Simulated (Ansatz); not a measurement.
Ideal-gas functions of `[K][Br]` at 500 K and 1 bar, from an Ansatz frequency run at PBE0-D4/def2-TZVP.

Molar mass 119.0 g/mol, point group C∞v (symmetry number 1), electronic degeneracy 1, moments of inertia 212.942 u Å². Harmonic wavenumbers (cm⁻¹, unscaled): 215.

Use S(trans) = R[1.5 ln M + 2.5 ln T − 1.1517]; rotational temperatures θ = 24.2544 K / I; S(rot) = R[ln(T/σθ) + 1]; for each mode x = 1.438777 ν̃/T, S = R[x/(eˣ − 1) − ln(1 − e⁻ˣ)] and H = RT x/(eˣ − 1); 1 cm⁻¹ = 0.0119627 kJ/mol; R = 8.31446 J/(mol·K).

**Question.** By hand: the entropy, in J/(mol·K).

**Answer.** Translation 179.2. Rotation: θ = 0.1139 K, giving 78.0. Vibration, mode by mode: 12.44, in all 12.4. Electronic 0.0. Sum 269.6 J/(mol·K).

**Question.** By hand: H − E and G − E in kJ/mol, counted from the electronic energy.

**Answer.** Zero-point energy ½ × 215 × 0.0119627 = 1.3; thermal vibration 3.0; translation, rotation and pV give 3.5 RT = 14.6. H − E = 18.9 kJ/mol, and G − E = 18.9 − 500 × 269.6/1000 = -115.9 kJ/mol.

Vibration gives 5 % of the entropy.
